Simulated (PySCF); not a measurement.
Can point charges reproduce the dipole moment of `CC(C)CPCC(C)=O`?

Coordinates (GFN2-xTB, Å) and charges (e) from the PBE0/pcSseg-1 density (PySCF):

| atom | x | y | z | Mulliken | IAO | Hirshfeld | ESP-fitted |
| --- | --- | --- | --- | --- | --- | --- | --- |
| C1 | 3.158 | 0.579 | -0.225 | -0.2589 | -0.4751 | -0.1239 | -0.4474 |
| C2 | 2.385 | -0.569 | -0.823 | +0.1319 | +0.3926 | +0.1692 | +0.5228 |
| O3 | 2.134 | -0.646 | -2.000 | -0.3537 | -0.4224 | -0.2359 | -0.4844 |
| C4 | 1.934 | -1.614 | 0.160 | -0.4499 | -0.4937 | -0.1252 | -0.1600 |
| P5 | 0.066 | -1.791 | 0.156 | +0.2500 | +0.3362 | +0.1181 | -0.3282 |
| C6 | -0.373 | 0.006 | 0.405 | -0.4565 | -0.4313 | -0.1147 | -0.3147 |
| C7 | -1.880 | 0.221 | 0.558 | -0.3524 | -0.0839 | -0.0204 | +0.3838 |
| C8 | -2.626 | -0.261 | -0.681 | -0.2305 | -0.4182 | -0.1190 | -0.6435 |
| C9 | -2.173 | 1.698 | 0.817 | -0.2051 | -0.4165 | -0.1179 | -0.5942 |
| H10 | 4.087 | 0.201 | 0.197 | +0.1414 | +0.1638 | +0.0558 | +0.1202 |
| H11 | 3.383 | 1.321 | -0.987 | +0.1373 | +0.1641 | +0.0499 | +0.1461 |
| H12 | 2.585 | 1.037 | 0.579 | +0.1346 | +0.1570 | +0.0521 | +0.1017 |
| H13 | 2.312 | -2.591 | -0.151 | +0.1800 | +0.1772 | +0.0525 | +0.1229 |
| H14 | 2.276 | -1.409 | 1.176 | +0.1445 | +0.1479 | +0.0426 | +0.1027 |
| H15 | -0.016 | -1.782 | -1.239 | +0.0809 | -0.0133 | -0.0148 | +0.1726 |
| H16 | 0.010 | 0.602 | -0.428 | +0.1573 | +0.1326 | +0.0321 | +0.1478 |
| H17 | 0.129 | 0.330 | 1.324 | +0.1447 | +0.1326 | +0.0347 | +0.1791 |
| H18 | -2.224 | -0.365 | 1.419 | +0.1247 | +0.1290 | +0.0314 | +0.0303 |
| H19 | -2.480 | -1.332 | -0.817 | +0.1254 | +0.1358 | +0.0339 | +0.1669 |
| H20 | -2.262 | 0.255 | -1.568 | +0.1102 | +0.1363 | +0.0399 | +0.1770 |
| H21 | -3.693 | -0.069 | -0.584 | +0.1166 | +0.1403 | +0.0421 | +0.1694 |
| H22 | -1.658 | 2.045 | 1.711 | +0.1089 | +0.1355 | +0.0381 | +0.1118 |
| H23 | -3.240 | 1.854 | 0.955 | +0.1143 | +0.1388 | +0.0406 | +0.1677 |
| H24 | -1.845 | 2.302 | -0.026 | +0.1040 | +0.1348 | +0.0384 | +0.1498 |

Task: What dipole does each set of charges give (1 e·Å = 4.803 D), and what does the density give?

Result: The full density gives (0.62, 1.18, 2.27) D, 2.63 D in size; dipole vectors point from the negative to the positive end.

```
    scheme     μx     μy    μz  size (D)  share of the full size (%)  angle to the full dipole (°)
  Mulliken  -0.40   0.35  2.38      2.44                          93                            30
       IAO  -0.26  -0.56  3.39      3.45                         131                            41
 Hirshfeld   0.07  -0.07  1.94      1.94                          74                            31
ESP-fitted   0.59   1.10  2.31      2.62                         100                             2
```

Task: Which set comes closest?

Result: Length of the difference vector: ESP-fitted 0.09 D, Mulliken 1.32 D, Hirshfeld 1.40 D, IAO 2.24 D. Closest: ESP-fitted. 

Task: What is left for the Hirshfeld atoms' own dipoles?

Result: The Hirshfeld atoms' densities add up to the full density, so μ = Σ q r + Σ (atomic dipoles). The atomic dipoles sum to (0.62, 1.18, 2.27) − (0.07, -0.07, 1.94) = (0.55, 1.25, 0.33) D, 1.40 D in size.

Task: With the origin at the mean of the coordinates, (0.000, 0.001, -0.003) Å, which are the largest single terms, by size, of the Hirshfeld dipole along the direction of the full one?

Result: O3 +1.71, C8 +0.76, C9 -0.54, C1 -0.48, H12 +0.39 D; all 24 atoms together +1.65 D. The single terms depend on the origin, their sum doesn't.

Task: Give the size of the full dipole in other units.

Result: 2.63 D = 1.034 au = 0.547 e·Å = 8.77 × 10⁻³⁰ C·m.

One conformer (not necessarily the lowest) at the GFN2-xTB geometry, without solvent, vibrations or thermal averaging.

Shape of the structure used: `[CH3:1][C:2](=[O:3])[CH2:4][PH:5][CH2:6][CH:7]([CH3:8])[CH3:9]`: C1–C2–C4–P5 121°, C2–C4–P5–C6 -52°, C4–P5–C6–C7 -176°, P5–C6–C7–C8 -60°.
